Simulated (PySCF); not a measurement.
## Radial density of Tl (thallium, neutral)

B97-3, [Xe] 4f14 5d10 6s2 6d1, 2D determinant (an excited configuration). All numbers are calculated (PySCF 2.14, scalar relativity through the core potential, in aug-cc-pVQZ-PP with one added diffuse shell each of s, p, d, f, g type with ECP60MDF (8s8p6d4f3g, 117 functions)). This is the valence pseudo-density: the core potential removes the inner electrons and smooths the orbitals near the nucleus.

| r (bohr) | 4πr²ρ (e/bohr) | 4πr²(ρα − ρβ) |
| --- | --- | --- |
| 0.0219 | 1.010e-05 | 0.0000 |
| 0.0369 | 1.755e-05 | 0.0000 |
| 0.0620 | 3.490e-05 | 0.0000 |
| 0.104 | 0.0001614 | 0.0000 |
| 0.175 | 0.001886 | 0.0000 |
| 0.295 | 0.05722 | 0.0000 |
| 0.496 | 2.560 | 0.0003 |
| 0.835 | 18.24 | 0.0036 |
| 1.40 | 11.16 | 0.0029 |
| 2.36 | 2.344 | 0.0029 |
| 3.97 | 0.2328 | 0.0307 |
| 6.68 | 0.1109 | 0.1098 |
| 11.2 | 0.08388 | 0.0839 |
| 18.9 | 0.006078 | 0.0061 |

Energies and moments cover only the electrons outside the core potential. Spin-orbit coupling, absent here, splits the open shell strongly. The outer electron is Rydberg-like, and this basis confines it to a smaller radius and binds it less than a complete one would.
